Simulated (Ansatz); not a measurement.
Two isomers of C2H6ClNSi: A = `C=C[SiH](N)Cl`, B = `CN(C)[Si]Cl`.

Computed with Ansatz on PBE0-D4/def2-TZVP structures; ΔE is electronic, products minus reactants. CCSD(T)/CBS adds triple-zeta CCSD(T) − MP2 to the extrapolated MP2 energy (def2 sets, frozen cores). Functionals use def2-TZVPP. One conformer a species, not always the lowest.

A:

```xyz
11

C     1.412    1.447    0.242
C     0.203    1.048   -0.141
Si   -0.635   -0.500    0.429
N    -1.106   -1.406   -0.934
Cl    0.671   -1.482    1.712
H     2.006    0.866    0.941
H     1.856    2.368   -0.126
H    -0.351    1.670   -0.844
H    -1.856   -0.257    1.230
H    -0.446   -1.584   -1.675
H    -1.755   -2.170   -0.834
```

B:

Z-matrix (Å, degrees):
```
C
N 1 1.451
H 1 1.096 2 111.0
H 1 1.096 2 111.0 3 120.2
H 1 1.094 2 110.3 3 -119.9
C 2 1.444 1 112.7 3 -60.1
Si 2 1.710 1 115.8 3 119.8
H 6 1.096 2 110.5 1 -59.2
H 6 1.088 2 110.6 1 -179.6
H 6 1.096 2 110.5 1 59.9
Cl 7 2.109 2 101.6 1 -179.9
```

Question: Which isomer does CCSD(T)/CBS put lower? Give the gap. (Estimate.)

Answer: Computed: A, by 88.9 kJ/mol.

Question: Give E(B) − E(A) in kJ/mol with B2PLYP, MP2/def2-TZVPP, r2SCAN-D4, CCSD/def2-TZVPP, CCSD(T)/def2-SVP, PBE-D4, HF/def2-TZVPP. (Estimate.)

Answer: Computed: B2PLYP 83.0, MP2/def2-TZVPP 87.2, r2SCAN-D4 86.1, CCSD/def2-TZVPP 85.2, CCSD(T)/def2-SVP 51.9, PBE-D4 62.1, HF/def2-TZVPP 111.6. None reverses the order clearly.

Question: Does the order hold for the free energy at 298.15 K (harmonic terms from PBE0-D4)? (Best estimate.)

Answer: The calculation gave: Yes: G(B) − G(A) = +102.7 kJ/mol, for one conformer each.

Largest T1 diagnostic: 0.013.

From BLYP to BHLYP (50 % exact exchange), in def2-TZVPP and without D4, E(B) − E(A) moves by +18.7 kJ/mol. At CCSD(T), def2-SVP lies −37.0 kJ/mol from the extrapolated value and def2-TZVPP −6.8 kJ/mol.
